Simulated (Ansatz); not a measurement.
CH5B2F, SMILES `CBBF` at its PBE0-D4/def2-TZVP geometry, where that method's forces vanish. Total charge 0; spin multiplicity 1.

```xyz
9

C     0.5945    1.1142    0.2396
B     0.4134   -0.3878   -0.1289
B    -1.0550   -1.2096   -0.1103
F    -1.8744   -1.2313   -1.1588
H     0.6277    1.6119   -0.7457
H    -0.2200    1.5813    0.7952
H     1.5519    1.3482    0.7110
H     1.3998   -0.9972   -0.4573
H    -1.4378   -1.8297    0.8552
```

**Question.** What forces (eV/Å) does PBE-D4/def2-TZVPP give on these atoms in the Gaussian-basis code of Ansatz? (An estimate is asked.)

**Answer.** The calculation gave: 
```
C1  -0.021 -0.143  0.053
B2  -0.162 -0.060  0.006
B3   0.423  0.111  0.277
F4  -0.364 -0.021 -0.435
H5   0.014  0.098 -0.184
H6  -0.159  0.101  0.096
H7   0.199  0.065  0.078
H8   0.123 -0.064 -0.032
H9  -0.053 -0.088  0.141
```
